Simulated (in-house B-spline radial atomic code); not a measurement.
## Ionising the chlorine ion Cl⁷⁺ with different functionals

Computed with a radial B-spline atomic code at the basis-set limit: four-component Dirac-Coulomb Hamiltonian, Fermi nucleus of rms radius 3.3654 fm, spin-restricted, spherical fractional occupations for the functionals, and exact exchange of hybrids averaged over the configuration. The ionisation energy is the difference of two self-consistent energies, [He] 2s2 2p6 → [He] 2s2 2p5, without Breit or QED terms; ε is the level of the shell that loses the electron (mean over j). The electron is taken from both j subshells in proportion to 2j + 1, so the result is a j average, not the step between ground levels.

```
method                    rung  ΔSCF (eV)  -ε(2p) (eV)
 B3LYP           global hybrid          ?            ?
 B97-1           global hybrid          ?            ?
 wB97X  range-separated hybrid     349.81       331.50
 HSE06  range-separated hybrid     349.76       329.97
```

**Question.** What does B97-1 give?

**Answer.** ΔSCF 350.01 eV, and -ε(2p) = 329.44 eV.

**Question.** What does B3LYP give?

**Answer.** ΔSCF 350.18 eV, and -ε(2p) = 329.30 eV.

**Question.** Among the functionals, which spreads more, the ΔSCF values or the orbital energies?

**Answer.** The orbital energies: ΔSCF values span about 0.42 eV and the orbital energies 2.20 eV; here energy differences depend much less on the functional than eigenvalues do.

**Question.** How do they compare with the NIST value?

**Answer.** NIST lists 348.31 eV ± 0.007 (measured, ground level to ground level). Errors run from +1.46 to +1.87 eV. The correlated functionals all miss on the same side by more than they spread, so the cause is common to them (Breit-QED terms, spin polarisation, the choice among j levels, multiplet and fine-structure energies, or a listed next ion that isn't the cheapest removal here) and closeness doesn't rank the functionals.
